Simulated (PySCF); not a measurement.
## Computed NMR parameters against published values

Bonds (- single, = double, # triple, : aromatic): C1=C2, C2-C3, C3-O4, O4-C5, C5:C6, C6:C7, C7:C8, C8:C9, C9:C10, C10:C5. C1 carries H11, H12; C2 carries H13; C3 carries H14, H15; C6 carries H16; C7 carries H17; C8 carries H18; C9 carries H19; C10 carries H20. H12 is cis to C3; H11 is trans to C3.

Published estimates (parent shift plus substituent increments) and measurements: δ 1H H17/H19 7.21; H18 6.91; H16/H20 6.89 ppm (estimated from measurements, as parent shift plus tabulated substituent increment; solution, not stated per compound (mostly CDCl3 or CCl4); Pretsch, Buehlmann, Badertscher, Structure Determination of Organic Compounds, 4th ed. (2009)).

PySCF 2.14.0 with density-fitted response routines calculation with NMR shieldings at PBE0/pcSseg-1/GIAO and PBE0-D3(BJ)/def2-SVP structure; non-relativistic Hamiltonian, no solvent, one computed conformer, averaged over atoms made equivalent by symmetry, fast rotation or ring inversion.

Problem. How close does the calculation come?

Solution. 
Reference values: estimated from measurements, as parent shift plus tabulated substituent increment (solution, not stated per compound (mostly CDCl3 or CCl4); Pretsch, Buehlmann, Badertscher, Structure Determination of Organic Compounds, 4th ed. (2009)).
```
  atoms  quantity  reference  computed  computed, scaled
H17/H19      δ 1H       7.21      7.39              7.22
    H18      δ 1H       6.91      6.99              6.85
H16/H20      δ 1H       6.89      6.88              6.74
```

Computed shifts are σ(ref) − σ with the named reference compound (TMS for H and C) calculated as an isolated molecule at the same level. The measured values may be among those fitted. Empirical linear scaling, fitted to shifts measured mostly in CDCl3 for H and C (δ vs TMS): 1H (scatter 0.21 ppm rms, 0.22 ppm with the 3 outliers that the fit left out). A few per cent of atoms miss by over 2 rms, more outside the fitted compound classes.

Problem. How far are the unscaled 1H shifts from the references?

Solution. Mean signed difference +0.08 ppm, mean absolute 0.09 ppm over 3 comparisons; the largest is +0.18 ppm at H17/H19 (hydrogen on an aromatic CH).
